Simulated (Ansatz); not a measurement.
`CCSBCl` + H–F → `CCSBF` + HCl  (ligand exchange at a B–Cl bond)

Gas-phase electronic energies from Ansatz, PBE0-D4/def2-TZVP geometries. CBS: MP2 limit from def2 TZ/QZ plus the TZ coupled-cluster correction, frozen cores. This one scheme is used for every species. Functionals use def2-TZVPP. Each species was taken in one conformer, which may not be the lowest.

CCSD(T)/CBS gives -32.7 kJ/mol.

Question: Another level gave -39.6 kJ/mol. Which?
A. PBE0-D4/def2-TZVPP
B. BLYP/def2-TZVPP
C. revPBE-D4/def2-TZVPP
D. r2SCAN0/def2-TZVPP

Answer: D. r2SCAN0 -39.6, PBE0-D4 -33.1, BLYP -51.0, revPBE-D4 -28.7 kJ/mol.

Largest T1 diagnostic among the species: 0.012.

The D4 term adds +8.5 kJ/mol with B3LYP and +4.6 kJ/mol with PBE0; it sums over pairs of atoms, weighted by their polarisabilities, and B3LYP, whose exchange is more repulsive, gets the larger term. At CCSD(T), def2-SVP lies −15.1 kJ/mol from the extrapolated value and def2-TZVPP −5.1 kJ/mol. Leaving LDA and LC-ωPBE aside and taking each functional with its dispersion term where it has one, the values, not all of them listed here, spread over 18.7 kJ/mol, from CAM-B3LYP-D4 to revPBE-D4.

CCSD(T)/CBS has its own doubt, a few kJ/mol and more with outer-core shells, so smaller differences from it don't rank the levels.

B3LYP here is the variant with VWN-RPA as its local correlation; programs differ in this.
